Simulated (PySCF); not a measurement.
## Which determinant of BeO lies lowest?

Unrestricted PBE0; Be 6-31G(d,p), O 6-31G(d,p); no relativity (PySCF 2.14). Outer shells of the fragments: Be 2s2; O 2s2 2p4.

Followed along the bond (rough minima from three points):

| 2Ms+1 | unpaired | ⟨S²⟩ at the start | R at minimum (Å) | Te (eV) |
| --- | --- | --- | --- | --- |
| 1 | none | 0.00 | 1.33 | 0.00 |
| 3 | σ ↑, π ↑ | 2.00 | 1.47 | 0.61 |
| 1 | σ ↓, π ↑ | 1.01 | 1.47 | 0.65 |
| 3 | σ ↑↑ | 2.00 | 1.42 | 1.87 |

Solutions found at the starting distance of 1.560 Å, counted from the lowest of them; the search is not exhaustive and high or unbound solutions are not listed, so other states can lie among these:

```
2Ms+1    unpaired   term  E (eV)  ⟨S²⟩  ⟨Lz²⟩  μ (D)
    3    σ ↑, π ↑     ³Π    0.00  2.00   1.01  -1.38
    1    σ ↓, π ↑  mixed    0.04  1.01   1.01  -1.35
    1        none    ¹Σ⁺    0.21  0.00   0.00  -5.85
    3        σ ↑↑    ³Σ⁺    1.41  2.00   0.00  -1.11
    3        π ↑↑  mixed    3.60  2.01   2.00  -3.57
    3        π ↑↑  mixed    3.94  2.01   2.00  -3.68
    1        π ↑↓  mixed    3.99  1.02   2.01  -3.63
    3        π ↑↑    ³Σ⁻    5.22  2.01   0.00   4.26
    1        π ↑↓  mixed    6.02  1.00   2.01   4.27
    3  σ ↓, π ↑↑↑  mixed    7.41  3.00   1.00   3.63
```

A term symbol is given only where ⟨S²⟩ and ⟨Lz²⟩ are close to those of a pure state; real π, δ and φ orbitals otherwise mix terms. A positive dipole means Be(−)O(+).

Task: Compare the gap between the two lowest followed solutions at the starting distance with the gap between their minima.

Result: At PBE0 the second solution (triplet, unpaired electrons σ ↑, π ↑) lies -0.21 eV from the first (singlet, closed shell) at 1.560 Å and +0.61 eV at the minima; the two curves relax by different amounts, since their minima lie near 1.47 and 1.33 Å.

The measured ground state is X ¹Σ+ (Huber and Herzberg, Constants of Diatomic Molecules (1979)).

Counting both spins, an empty level lies below a filled one in some of these solutions, because spin and occupation are held.
